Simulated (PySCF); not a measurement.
CH₈GeSi. Atoms are numbered in the order given.

```xyz
11

Si     0.6627    -1.1492     0.0000
C     -0.7968    -2.3505     0.0000
Ge    -0.1048     1.1186     0.0000
H      1.5154    -1.3680     1.2078
H      1.5154    -1.3680    -1.2078
H     -0.4449    -3.3945     0.0000
H     -1.4258    -2.2002    -0.8915
H     -1.4258    -2.2002     0.8915
H      1.0693     2.1218     0.0000
H     -0.9730     1.4038    -1.2469
H     -0.9730     1.4038     1.2469
```

Coordinates come from a B3LYP-D3(BJ)/def2-SVP optimisation. This is a generated structure with no PubChem entry under its InChIKey; it may be hypothetical.

These are B3LYP-D3(BJ)/def2-SVP (PySCF) values and carry that method's errors.

Frequencies are harmonic and unscaled.

```csv
mode,ν (cm⁻¹),IR (km/mol),moving atoms (share of kinetic energy)
1,84,0.0,H 91 %
2,134,1.2,"C 40 %, H 30 %, Si 17 %, Ge 12 %"
3,162,0.2,H 96 %
4,343,1.2,"Si 56 %, Ge 28 %, H 13 %"
5,354,18.3,H 97 %
6,448,18.7,H 89 %
7,496,0.1,H 90 %
8,648,0.4,H 93 %
9,677,2.3,"H 50 %, C 38 %, Si 12 %"
10,715,80.9,"H 59 %, Si 23 %, C 17 %"
11,795,317.2,H 94 %
12,886,0.1,H 91 %
13,888,31.4,H 92 %
14,893,60.4,"H 87 %, C 10 %"
15,895,98.0,H 87 %
16,947,83.8,H 96 %
17,1270,9.0,"H 80 %, C 20 %"
18,1437,6.1,H 96 %
19,1437,1.5,H 96 %
20,2106,85.3,H 99 %
21,2111,113.0,H 98 %
22,2118,121.7,H 99 %
23,2201,102.8,H 98 %
24,2205,130.7,H 96 %
25,3032,4.6,H 97 %
26,3125,2.9,"H 91 %, C 9 %"
27,3127,3.7,"H 91 %, C 9 %"
```
